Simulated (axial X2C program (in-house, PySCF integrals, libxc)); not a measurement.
# Density and ELF of SbH

Computed with an axial X2C code built on PySCF integrals. Two-component (2c) means X2C with spin–orbit coupling and atomic mean-field two-electron Coulomb and Gaunt terms. Basis: Sb dyall-cv3z [11s12p8d4f1g], H dyall-v3z [6s2p1d] (cores contracted in-house); Gaussian nuclei, density fitting, unrestricted open shells. Masses: Sb 120.904 u, H 1.008 u.

PBE0, two-component, state Ω = 1 (⟨Sz⟩ = 1.00, ⟨Lz⟩ = 0.00 at PBE0); Sb at z = 0, H at z = 1.719 Å.

The maps cover the half plane through the axis: z from -2.4 to 3.6 Å along the bond, ρ from 0.15 to 2.25 Å away from it.

log10 of the density in e/bohr³:

```
 ρ\z  -2.4  -1.8  -1.2  -0.6   0.0   0.6   1.2   1.8   2.4   3.0   3.6
0.15  -3.1  -2.2  -1.4  -0.1   1.8  -0.1  -0.9  -0.7  -1.7  -2.7  -3.6
0.45  -3.1  -2.3  -1.5  -0.5   0.4  -0.6  -1.1  -1.2  -1.9  -2.8  -3.7
0.75  -3.2  -2.4  -1.6  -1.0  -0.5  -1.1  -1.4  -1.6  -2.2  -3.0  -3.8
1.05  -3.3  -2.6  -1.9  -1.4  -1.2  -1.4  -1.8  -2.0  -2.5  -3.2  -4.0
1.35  -3.5  -2.8  -2.1  -1.7  -1.6  -1.8  -2.1  -2.4  -2.9  -3.5  -4.2
1.65  -3.7  -3.0  -2.4  -2.1  -1.9  -2.1  -2.5  -2.8  -3.3  -3.8  -4.5
1.95  -3.9  -3.3  -2.8  -2.4  -2.3  -2.5  -2.8  -3.2  -3.6  -4.2  -4.8
2.25  -4.2  -3.6  -3.1  -2.8  -2.7  -2.8  -3.2  -3.6  -4.0  -4.5  -5.1
```

Electron localisation function (collinear form, no current term, damped to 0 at low density):

```
 ρ\z  -2.4  -1.8  -1.2  -0.6   0.0   0.6   1.2   1.8   2.4   3.0   3.6
0.15  0.13  0.64  0.64  0.55  0.76  0.54  0.88  1.00  1.00  0.91  0.05
0.45  0.11  0.61  0.69  0.33  0.77  0.31  0.83  1.00  1.00  0.86  0.03
0.75  0.09  0.57  0.75  0.32  0.33  0.24  0.71  0.97  0.97  0.69  0.01
1.05  0.07  0.51  0.79  0.65  0.42  0.47  0.55  0.83  0.84  0.33  0.00
1.35  0.04  0.42  0.78  0.83  0.77  0.64  0.41  0.48  0.47  0.07  0.00
1.65  0.01  0.30  0.72  0.85  0.84  0.66  0.32  0.20  0.12  0.01  0.00
1.95  0.00  0.15  0.59  0.79  0.79  0.58  0.23  0.08  0.02  0.00  0.00
2.25  0.00  0.04  0.35  0.64  0.66  0.44  0.14  0.02  0.00  0.00  0.00
```

Axial spin density in 10⁻³ e/bohr³:

```
 ρ\z  -2.4  -1.8  -1.2  -0.6   0.0   0.6   1.2    1.8   2.4   3.0  3.6
0.15  -0.1  -0.5  -2.2  -0.8  67.8  -0.2  -2.2  -11.4  -1.6  -0.2  0.0
0.45   0.0  -0.2   0.2   4.2   7.6   6.1   1.7   -3.1  -0.9  -0.1  0.0
0.75   0.0   0.2   2.6  13.9  15.2  16.3   4.5   -0.2  -0.3  -0.1  0.0
1.05   0.1   0.5   3.4  14.8  24.8  16.3   4.6    0.6   0.0   0.0  0.0
1.35   0.1   0.5   2.7  10.0  16.3  10.7   3.4    0.7   0.1   0.0  0.0
1.65   0.1   0.4   1.8   5.4   8.3   5.7   2.1    0.5   0.1   0.0  0.0
1.95   0.1   0.2   1.0   2.6   3.8   2.8   1.1    0.3   0.1   0.0  0.0
2.25   0.0   0.1   0.5   1.2   1.6   1.2   0.6    0.2   0.0   0.0  0.0
```

The state is one determinant whose occupation by symmetry is held fixed; it was picked as the lowest of a PBE0 search that is not exhaustive. Density functionals use the spin component along the axis (collinear). Other states lie close and PBE0, whose exact exchange favours high spin, may order them wrongly; the determinant shown need not be the ground state. The nearest other 2c determinant of the search, Ω = 0, lies 0.48 eV up at the distance of the search. With several unpaired electrons one determinant need not be a pure state. Open-shell Ω = 0 determinants with evenly filled partner blocks cannot be reached by this program, so the Ω shown need not be the lowest component. This is the Ω = 1 component of a π² triplet; the 0⁺ component is not one determinant and can lie lowest.
